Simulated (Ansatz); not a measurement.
Reaction (ligand exchange at the Si–N bond): `[SiH3][N]1[CH2][AlH]1` + `O[Si]1(O)CO1` → `O[Si]1(O[SiH3])CO1` + `[CH2]1[NH][AlH]1`

Gas-phase electronic energies from Ansatz, PBE0-D4/def2-TZVP geometries. CCSD(T)/CBS is the MP2 limit (def2-TZVPP, def2-QZVPP) plus CCSD(T) − MP2 in def2-TZVPP, frozen cores. DFT in def2-TZVPP. B3LYP here is the variant with VWN-RPA as its local correlation; programs differ in this. One conformer a species, not always the lowest.

(1) Is it downhill or uphill in electronic energy at CCSD(T)/CBS, and by how much? (An estimate is asked.)

(2) What do these levels give: ωB97X-V, ωB97M-V, B2PLYP, PBE0, B3LYP, MP2/def2-QZVPP? (Best estimate.)

Largest T1 diagnostic among the species: 0.015.

Answers

(1) The calculation gave: Downhill: ΔE = -32.2 kJ/mol.

(2) The calculation gave: ωB97X-V -32.7, ωB97M-V -31.4, B2PLYP -32.9, PBE0 -28.4, B3LYP -34.7, MP2/def2-QZVPP -29.4 kJ/mol.

In def2-TZVPP, CCSD(T) changes the Hartree–Fock value by +10.7 kJ/mol (the triples alone add +2.1 kJ/mol) and MP2 by +13.5 kJ/mol.
